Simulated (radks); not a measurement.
Ga+, 30 electrons, occupied as [Ar] 3d10 4s2.

All-electron calculation, Dirac Kohn-Sham, PBE, spin-unpolarised, spherical densities, point nucleus. Program: a radial shooting solver on a logarithmic mesh with Libxc functionals.

Energy parts (eV):
part                       energy
total                  -52893.754
kinetic                 53945.094
electron-nucleus      -127383.123
Hartree                 22594.867
exchange-correlation    -2050.592

Orbitals (lengths in bohr, moments of r in powers of bohr; r(max) is where P^2 peaks):
[
 {"orbital": "1s1/2", "occ.": "2", "eigenvalue (eV)": "-10235.40", "<r^2>": "0.003178", "r(max)": "0.03178", "<r^4>": "0.00002599", "small-component weight": "1.25e-02"},
 {"orbital": "2s1/2", "occ.": "2", "eigenvalue (eV)": "-1270.106", "<r^2>": "0.05591", "r(max)": "0.1825", "<r^4>": "0.005432", "small-component weight": "2.41e-03"},
 {"orbital": "2p1/2", "occ.": "2", "eigenvalue (eV)": "-1125.263", "<r^2>": "0.04356", "r(max)": "0.1445", "<r^4>": "0.003844", "small-component weight": "2.40e-03"},
 {"orbital": "2p3/2", "occ.": "4", "eigenvalue (eV)": "-1097.607", "<r^2>": "0.04507", "r(max)": "0.1474", "<r^4>": "0.004087", "small-component weight": "2.36e-03"},
 {"orbital": "3s1/2", "occ.": "2", "eigenvalue (eV)": "-156.3605", "<r^2>": "0.4907", "r(max)": "0.5646", "<r^4>": "0.3913", "small-component weight": "5.45e-04"},
 {"orbital": "3p1/2", "occ.": "2", "eigenvalue (eV)": "-109.5571", "<r^2>": "0.5328", "r(max)": "0.5614", "<r^4>": "0.4994", "small-component weight": "4.95e-04"},
 {"orbital": "3p3/2", "occ.": "4", "eigenvalue (eV)": "-105.9325", "<r^2>": "0.5500", "r(max)": "0.5697", "<r^4>": "0.5326", "small-component weight": "4.82e-04"},
 {"orbital": "3d3/2", "occ.": "4", "eigenvalue (eV)": "-27.6962", "<r^2>": "0.8444", "r(max)": "0.5318", "<r^4>": "1.886", "small-component weight": "3.47e-04"},
 {"orbital": "3d5/2", "occ.": "6", "eigenvalue (eV)": "-27.2339", "<r^2>": "0.8582", "r(max)": "0.5347", "<r^4>": "1.953", "small-component weight": "3.43e-04"},
 {"orbital": "4s1/2", "occ.": "2", "eigenvalue (eV)": "-16.3304", "<r^2>": "5.652", "r(max)": "1.849", "<r^4>": "52.51", "small-component weight": "5.72e-05"}
]

The highest occupied level is 4s1/2 at -16.330 eV. The density falls to 0.001 e/bohr^3 at r = 3.74 bohr. Summed over all electrons, <r^2> = 24.46 bohr^2, which gives a Langevin (diamagnetic) susceptibility term of -19.4 x 10^-6 cm^3/mol.
